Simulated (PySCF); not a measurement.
**Te (tellurium, neutral): B97-3 calculation**

Configuration: [Kr] 4d10 5s2 5p4, high-spin 3P determinant. Computed with PySCF 2.14 in x2c-TZVPPall, with the spin-free X2C one-electron Hamiltonian (Gaussian nucleus).

| Quantity | Value |
| --- | --- |
| Total energy | -6793.30 hartree |
| One-electron energy | -9320.30 hartree |
| Hartree (Coulomb) energy | 2704.27 hartree |
| Exchange-correlation energy | -177.27 hartree |
| ⟨S²⟩ | 2.0030 |
| ⟨L²⟩ | 2.015 |
| Sum of ⟨r⟩ | 37.39 bohr |
| Sum of ⟨r²⟩ | 61.27 bohr² |
| Traceless quadrupole moment −½Σ⟨3z² − r²⟩ along its main axis | -3.11 e·bohr² |
| Langevin diamagnetic susceptibility | -48.5 ×10⁻⁶ cm³/mol |

| shell | electrons | mean orbital energy (hartree) | spread (hartree) | rms radius, mean of both spins (bohr) |
| --- | --- | --- | --- | --- |
| 1s α | 1 | -1163.90153 | 0 | 0.0318 |
| 1s β | 1 | -1163.89919 | 0 | 0.0318 |
| 2s α | 1 | -179.52402 | 0 | 0.130 |
| 2s β | 1 | -179.52309 | 0 | 0.130 |
| 2p α | 3 | -161.19658 | 0.00301 | 0.115 |
| 2p β | 3 | -161.19451 | 0.00107 | 0.115 |
| 3s α | 1 | -36.15725 | 0 | 0.344 |
| 3s β | 1 | -36.15498 | 0 | 0.344 |
| 3p α | 3 | -30.15160 | 0.00720 | 0.344 |
| 3p β | 3 | -30.14865 | 0.00422 | 0.344 |
| 3d α | 5 | -21.02775 | 0.00636 | 0.322 |
| 3d β | 5 | -21.02596 | 0.00481 | 0.322 |
| 4s α | 1 | -6.32915 | 0 | 0.813 |
| 4s β | 1 | -6.32356 | 0 | 0.813 |
| 4p α | 3 | -4.43992 | 0.01685 | 0.877 |
| 4p β | 3 | -4.43385 | 0.01014 | 0.877 |
| 4d α | 5 | -1.65210 | 0.01937 | 1.05 |
| 4d β | 5 | -1.64482 | 0.01347 | 1.05 |
| 5s α | 1 | -0.64396 | 0 | 2.24 |
| 5s β | 1 | -0.56710 | 0 | 2.24 |
| 5p α | 3 | -0.27593 | 0.03584 | 2.83 |
| 5p β | 1 | -0.22812 | 0 | 2.83 |

Densities and radii are taken from the X2C orbitals without a picture-change correction, which distorts them close to the nucleus.
